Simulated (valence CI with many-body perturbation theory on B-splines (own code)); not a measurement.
**Mn³⁺: E2, M1 decay**

Method: relativistic CI+MBPT: four valence electrons over a frozen Dirac-Fock core [Ar], a basis of 9 s, 9 p, 10 d, 8 f, 5 g, 3 h, 1 i functions for each j, with the one-electron correlation potential Σ1 (screened to all orders), the two-electron term Σ2, the three-electron term Σ3, Breit, model QED; selected single and double excitations, second order for the rest, scaled by the run's own slope (own B-spline code, finite nucleus).

Against 35 measured levels this calculation errs by 1573 cm⁻¹ on average and by 4245 at most. These come from a selection out of Corliss and Sugar, J. Phys. Chem. Ref. Data 6, 1253 (1977). Levels without a partner in it may be off by more, other configurations by 1,000 to 8,000 cm⁻¹. Among the levels kept, up to 290 cm⁻¹ of a level comes from second order outside the variational space, and about a tenth of that is noise between levels of different J, which matters for small intervals. Only levels of the ground parity were solved; by the run's estimate the other parity begins above the list, which can be wrong where configurations are misplaced.

Lines 51 to 100 of 111 in falling wavelength, among levels below 140083 cm⁻¹, chosen from the decays that carry over 1 % of a level's rate. Wavelengths and rates use the calculated energies, so an error of 2000 cm⁻¹ moves a line at 454.8 nm by 9.1 % and its rate by three times that or more. Electric multipoles are in the length gauge, E1 and E2 with the static RPA response of the core. S is in atomic units (e²a₀⁴ for E2 and M2, e²a₀⁶ for E3), for M1 in squared Bohr magnetons. Weak lines are less certain than strong ones. Lines between different terms over intervals too small for the method are left out, as are lines whose strength nearly cancels and 9 of this kind that miss the measured wavelength by over 7 %.

Letters in brackets count levels of one name in rising energy.

| λ vac (nm) | λ from measured levels | Upper | Lower | Type | A (s⁻¹) | S (a.u.) |
| --- | --- | --- | --- | --- | --- | --- |
| 454.8 | 453.0 | 3d⁴ ³F_4 [a] | 3d⁴ ⁵D_4 | M1 | 3.47e-01 | 1.09e-02 |
| 452.1 | 459.3 | 3d⁴ ³P_2 [a] | 3d⁴ ⁵D_3 | M1 | 2.90e-01 | 4.98e-03 |
| 451.9 |  | 3d⁴ ¹F_3 | 3d⁴ ³F_4 [a] | M1 | 5.17e-03 | 1.24e-04 |
| 451.1 | 449.7 | 3d⁴ ³F_2 [a] | 3d⁴ ⁵D_3 | M1 | 3.91e-02 | 6.65e-04 |
| 449.9 | 448.2 | 3d⁴ ³F_3 [a] | 3d⁴ ⁵D_3 | M1 | 2.01e-01 | 4.75e-03 |
| 448.1 | 446.3 | 3d⁴ ³F_4 [a] | 3d⁴ ⁵D_3 | M1 | 7.19e-02 | 2.16e-03 |
| 445.8 | 444.4 | 3d⁴ ³F_2 [a] | 3d⁴ ⁵D_2 | M1 | 8.58e-02 | 1.41e-03 |
| 444.6 | 443.0 | 3d⁴ ³F_3 [a] | 3d⁴ ⁵D_2 | M1 | 7.59e-02 | 1.73e-03 |
| 443.1 | 449.9 | 3d⁴ ³P_2 [a] | 3d⁴ ⁵D_1 | M1 | 2.09e-02 | 3.37e-04 |
| 442.1 | 440.7 | 3d⁴ ³F_2 [a] | 3d⁴ ⁵D_1 | M1 | 3.93e-02 | 6.29e-04 |
| 414.8 | 407.3 | 3d⁴ ³G_3 | 3d⁴ ⁵D_4 | M1 | 8.75e-04 | 1.62e-05 |
| 411.0 | 403.5 | 3d⁴ ³G_4 | 3d⁴ ⁵D_4 | M1 | 1.03e-02 | 2.39e-04 |
| 409.2 | 401.8 | 3d⁴ ³G_3 | 3d⁴ ⁵D_3 | M1 | 6.03e-03 | 1.07e-04 |
| 405.5 | 398.1 | 3d⁴ ³G_4 | 3d⁴ ⁵D_3 | M1 | 2.80e-03 | 6.22e-05 |
| 404.8 | 397.6 | 3d⁴ ³G_3 | 3d⁴ ⁵D_2 | M1 | 2.48e-03 | 4.26e-05 |
| 360.1 | 365.8 | 3d⁴ ³F_4 [b] | 3d⁴ ³G_5 | E2 | 8.18e-01 | 3.98e+00 |
| 360.1 | 365.8 | 3d⁴ ³F_4 [b] | 3d⁴ ³G_5 | M1 | 7.80e-02 | 1.22e-03 |
| 359.2 | 364.8 | 3d⁴ ³F_3 [b] | 3d⁴ ³G_5 | E2 | 2.10e-01 | 7.86e-01 |
| 357.6 | 363.1 | 3d⁴ ³F_4 [b] | 3d⁴ ³G_4 | E2 | 2.74e-01 | 1.29e+00 |
| 357.6 | 363.1 | 3d⁴ ³F_4 [b] | 3d⁴ ³G_4 | M1 | 6.24e-02 | 9.52e-04 |
| 357.1 | 362.5 | 3d⁴ ³F_2 [b] | 3d⁴ ³G_4 | E2 | 2.32e-01 | 6.02e-01 |
| 356.8 | 362.1 | 3d⁴ ³F_3 [b] | 3d⁴ ³G_4 | E2 | 5.44e-01 | 1.96e+00 |
| 354.3 | 359.4 | 3d⁴ ³F_2 [b] | 3d⁴ ³G_3 | E2 | 7.09e-01 | 1.77e+00 |
| 354.3 | 359.4 | 3d⁴ ³F_2 [b] | 3d⁴ ³G_3 | M1 | 1.16e-01 | 9.58e-04 |
| 353.9 | 359.1 | 3d⁴ ³F_3 [b] | 3d⁴ ³G_3 | E2 | 3.11e-01 | 1.08e+00 |
| 353.9 | 359.1 | 3d⁴ ³F_3 [b] | 3d⁴ ³G_3 | M1 | 7.65e-02 | 8.81e-04 |
| 329.9 | 330.5 | 3d⁴ ³F_4 [b] | 3d⁴ ³F_4 [a] | E2 | 6.44e-01 | 2.02e+00 |
| 329.5 | 330.0 | 3d⁴ ³F_2 [b] | 3d⁴ ³F_4 [a] | E2 | 8.41e-02 | 1.46e-01 |
| 329.2 | 329.7 | 3d⁴ ³F_3 [b] | 3d⁴ ³F_4 [a] | E2 | 3.87e-01 | 9.36e-01 |
| 329.2 | 329.7 | 3d⁴ ³F_3 [b] | 3d⁴ ³F_4 [a] | M1 | 5.81e-02 | 5.38e-04 |
| 328.9 | 329.5 | 3d⁴ ³F_4 [b] | 3d⁴ ³F_3 [a] | E2 | 1.51e-01 | 4.66e-01 |
| 328.9 | 329.5 | 3d⁴ ³F_4 [b] | 3d⁴ ³F_3 [a] | M1 | 5.28e-02 | 6.27e-04 |
| 328.5 | 329.0 | 3d⁴ ³F_2 [b] | 3d⁴ ³F_3 [a] | E2 | 5.44e-01 | 9.29e-01 |
| 328.4 |  | 3d⁴ ³P_2 [b] | 3d⁴ ³F_4 [a] | E2 | 1.00e-01 | 1.71e-01 |
| 328.2 | 328.7 | 3d⁴ ³F_3 [b] | 3d⁴ ³F_3 [a] | E2 | 4.15e-01 | 9.89e-01 |
| 327.9 | 328.2 | 3d⁴ ³F_2 [b] | 3d⁴ ³F_2 [a] | E2 | 6.64e-01 | 1.12e+00 |
| 327.8 | 323.8 | 3d⁴ ³F_4 [b] | 3d⁴ ³P_2 [a] | E2 | 2.14e-01 | 6.52e-01 |
| 327.6 | 327.9 | 3d⁴ ³F_3 [b] | 3d⁴ ³F_2 [a] | E2 | 2.41e-01 | 5.67e-01 |
| 327.4 | 323.2 | 3d⁴ ³F_2 [b] | 3d⁴ ³P_2 [a] | E2 | 5.75e-02 | 9.65e-02 |
| 327.1 | 323.0 | 3d⁴ ³F_3 [b] | 3d⁴ ³P_2 [a] | E2 | 5.43e-02 | 1.27e-01 |
| 326.8 | 327.9 | 3d⁴ ³D_3 | 3d⁴ ⁵D_4 | M1 | 1.66e-01 | 1.50e-03 |
| 326.3 |  | 3d⁴ ³P_2 [b] | 3d⁴ ³P_2 [a] | E2 | 3.66e-01 | 6.05e-01 |
| 323.3 | 324.3 | 3d⁴ ³D_3 | 3d⁴ ⁵D_3 | M1 | 4.09e-02 | 3.59e-04 |
| 322.4 | 323.4 | 3d⁴ ³D_2 | 3d⁴ ⁵D_3 | M1 | 4.35e-02 | 2.70e-04 |
| 320.6 | 321.6 | 3d⁴ ³D_3 | 3d⁴ ⁵D_2 | M1 | 4.17e-02 | 3.56e-04 |
| 319.7 | 320.6 | 3d⁴ ³D_2 | 3d⁴ ⁵D_2 | M1 | 7.15e-02 | 4.33e-04 |
| 317.8 | 318.7 | 3d⁴ ³D_2 | 3d⁴ ⁵D_1 | M1 | 8.50e-02 | 5.06e-04 |
| 316.7 | 317.6 | 3d⁴ ³D_1 | 3d⁴ ⁵D_1 | M1 | 9.33e-02 | 3.30e-04 |
| 316.7 | 312.7 | 3d⁴ ³F_2 [b] | 3d⁴ ³P_1 [a] | E2 | 1.04e-01 | 1.48e-01 |
| 316.4 | 312.4 | 3d⁴ ³F_3 [b] | 3d⁴ ³P_1 [a] | E2 | 1.58e-01 | 3.13e-01 |
